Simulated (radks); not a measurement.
Spherical quantum dot in the effective-mass picture: electrons in a well V = -V0 / (1 + exp((r - R)/a)) with V0 = 4.74, R = 13.1, a = 1.3, all in effective atomic units (hartree* = m*/eps^2 hartree, bohr* = eps/m* bohr), one dielectric constant everywhere. Calculated with a radial shooting solver with Libxc functionals: non-relativistic Kohn-Sham, LDA (Slater exchange, Perdew-Wang correlation), spin-polarised, spherical densities. Levels are named by radial order and angular momentum (1s, 1p, 1d, 2s, ...), and open shells are averaged over m. Results are scaled to m* = 0.154 and eps = 7.8, for which hartree* = 68.88 meV and bohr* = 2.68 nm. Each electron was tried in the lowest free levels, single moves between levels near the top were tried too, and the lowest total energy was kept; such a search can miss a lower state. At N = 1 the Hartree and exchange-correlation terms need not cancel, so that row can carry a self-interaction error.

N,open shells,2S,E (meV),mu = E(N) - E(N-1) (meV),addition energy mu(N+1) - mu(N) (meV),e(HOMO) (meV),rms radius (nm)
1,"1s(up 1, down 0)",1,-321.924,-321.92,10.37,-317.45,13.54
2,none,0,-633.476,-311.55,11.33,-307.26,15.15
3,"1p(up 1, down 0)",1,-933.698,-300.22,8.047,-296.21,16.57
4,"1p(up 2, down 0)",2,-1225.87,-292.17,8.059,-288.14,17.45
5,"1p(up 3, down 0)",3,-1509.99,-284.12,9.433,-280.11,18.10
6,"1p(up 3, down 1)",2,-1784.67,-274.68,7.611,-270.88,18.65
7,"1p(up 3, down 2)",1,-2051.74,-267.07,7.619,-263.26,19.10
8,none,0,-2311.19,-259.45,10.47,-255.65,19.49
9,"1d(up 1, down 0)",1,-2560.17,-248.98,7.349,-245.30,19.90
10,"1d(up 2, down 0)",2,-2801.80,-241.63,7.322,-237.96,20.24
11,"1d(up 3, down 0)",3,-3036.11,-234.31,7.288,-230.66,20.55
12,"1d(up 4, down 0)",4,-3263.13,-227.02,7.251,-223.39,20.83
13,"1d(up 5, down 0)",5,-3482.90,-219.77,8.593,-216.16,21.08
14,"1d(up 5, down 1)",4,-3694.07,-211.18,7.050,-207.65,21.31
15,"1d(up 5, down 2)",3,-3898.20,-204.13,7.036,-200.60,21.53
16,"1d(up 5, down 3)",2,-4095.29,-197.09,7.015,-193.58,21.73
17,"1d(up 5, down 4)",1,-4285.36,-190.07,6.991,-186.58,21.92
18,none,0,-4468.45,-183.08,10.20,-179.60,22.10
19,"1f(up 1, down 0)",1,-4641.33,-172.89,6.850,-169.46,22.29
20,"1f(up 2, down 0)",2,-4807.37,-166.04,6.830,-162.62,22.46
21,"1f(up 3, down 0)",3,-4966.57,-159.21,6.809,-155.80,22.62
22,"1f(up 4, down 0)",4,-5118.97,-152.40,6.787,-149.00,22.78
23,"1f(up 5, down 0)",5,-5264.58,-145.61,6.766,-142.22,22.92
24,"1f(up 6, down 0)",6,-5403.42,-138.84,-,-135.47,23.06

All shells are closed at N = 2, 8, 18 (there: 1s2 1p6 1d10); the second difference of the energy has clear peaks (12 % above both neighbours; the first and last values, which can be the largest, are not judged, and half-filled shells can peak too) at N = 5, 8, 13, 18.
